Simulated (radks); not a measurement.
The numbers below are computed, except where a source is named.
Question: Tc, configuration [Kr] 4d5 5s2. Level of theory: scalar-relativistic Kohn-Sham, LDA (Slater exchange, VWN5 correlation), spin-unpolarised, spherical densities, point nucleus (a radial shooting solver on a logarithmic mesh with Libxc functionals). Some entries of the table are withheld. Estimate them.

| orbital | occ. | eigenvalue (eV) | r(max) (bohr) |
|---|---|---|---|
| 1s | 2 | -20840.42 | 0.02231 |
| 2s | 2 | -2974.073 | 0.1263 |
| 2p | 6 | -2663.710 | 0.1009 |
| 3s | 2 | -517.4639 | 0.3728 |
| 3p | 6 | (1) | 0.3659 |
| 3d | 10 | -250.1816 | 0.3109 |
| 4s | 2 | -73.3950 | 0.9472 |
| 4p | 6 | -45.4044 | 1.021 |
| 4d | 5 | (2) | 1.273 |
| 5s | 2 | -5.2581 | 2.717 |
| 5p | 0 | (3) | 3.650 |
| 6s | 0 | -0.0341 | 10.06 |

Answer: 
(1) 3p eigenvalue (eV): -415.5907
(2) 4d eigenvalue (eV): -6.8141
(3) 5p eigenvalue (eV): -1.5193
